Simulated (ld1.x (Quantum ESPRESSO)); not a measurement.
**Before and after: PAW potential for Zn**

zinc, PAW, made with ld1.x (Quantum ESPRESSO) 7.5 (PBEsol, scalar-relativistic). Core [Ne], reference 3s2 3p6 3d10 4s1.5 4p0 (charge +0.5). Waves: 3s (bound): rcut 0.90, rcutus 1.10 bohr; 4s (bound): rcut 0.90, rcutus 1.10 bohr; 3p (bound): rcut 1.00, rcutus 1.10 bohr; 4p (bound, empty): rcut 1.00, rcutus 1.10 bohr; 3d (bound): rcut 1.15, rcutus 1.45 bohr; 3d channel at 0.3 Ry: rcut 1.15, rcutus 1.45 bohr. Local part: all-electron potential smoothed inside 1.45 bohr (lloc = -1). Core correction: Bessel-smoothed model core inside 0.55 bohr. Augmentation charge: GAUSS, radius 0.70 bohr.

All-electron outer shells of the reference configuration (PBEsol, scalar-relativistic, ld1.x):

```tsv
shell	level (eV)	outermost node (bohr)	outermost maximum (bohr)
2p	-1008.02	–	0.15
3s	-133.55	0.28	0.59
3p	-87.88	0.25	0.59
3d	-14.77	–	0.57
4s	-9.86	0.85	2.04
4p	-4.20	0.92	2.71
```

Change: all radii but the core radius scaled by about 0.88 (s 0.96, p 0.96, d 1.28 bohr, rcut 0.80/0.88/1.00); local potential all-electron potential smoothed inside 1.28 bohr (lloc = -1); augmentation GAUSS, radius 0.62 bohr.

Cutoffs: the cutoffs (Ry, on a coarse ladder) from which the occupation-weighted sum of valence levels, in a spherical-Bessel basis at the reference potential, stays within 10 and 1 mRy of its value at 400 Ry; they do not see the model core or the augmentation charge, which bear on the density cutoff. Errors are all-electron minus pseudo energies relative to the spin-unpolarised reference configuration.

Question: Predict the effect on cutoff, ghosts and configuration errors.

Answer: The potential gets harder (90 Ry and 160 Ry → 110 Ry and 200 Ry); of the 7 tests that both files solve, the error grows in 0 and shrinks in 4 by more than 15 % and 0.3 meV (median size 4.3 → 4.5 meV); neither file shows a bound ghost. A smaller radius makes the pseudo-wave follow the all-electron one further in, where it bends more sharply, so more plane waves are needed. Less of the atom is replaced, so other configurations are described better.

| quantity | base | changed |
| --- | --- | --- |
| cutoff, loose | 90 Ry | 110 Ry |
| cutoff, tight | 160 Ry | 200 Ry |
| loose cutoff by channel (10 mRy a level) | s 55 Ry, p 60 Ry, d 40 Ry | s 50 Ry, p 80 Ry, d 55 Ry |
| bound ghosts | none | none |
| error for 3s2 3p6 3d10 4s2 4p0, meV [ΔE -3.95 eV] | +0.4 | +0.4 |
| error for 3s2 3p6 3d10 4s1 4p0, meV [ΔE 5.95 eV] | -0.6 | -0.6 |
| error for 3s2 3p6 3d10 4s0 4p0, meV [ΔE 24.30 eV] | -2.3 | -1.5 |
| error for 3s2 3p6 3d9 4s2 4p0, meV [ΔE 13.98 eV] | +25 | +6.2 |
| error for 3s1 3p6 3d10 4s2 4p0, meV [ΔE 133.80 eV] | -44 | -22 |
| error for 3s2 3p6 3d8 4s0 4p0, meV [ΔE 126.59 eV] | +70 | +5.9 |
| error for 3s2 3p6 3d9 4s0 4p0, meV [ΔE 64.81 eV] | +4.3 | -4.5 |
| lowest overlap eigenvalue by channel | s 0.14, p 0.16, d 0.57 | s 0.28, p 0.52, d 1.00 |
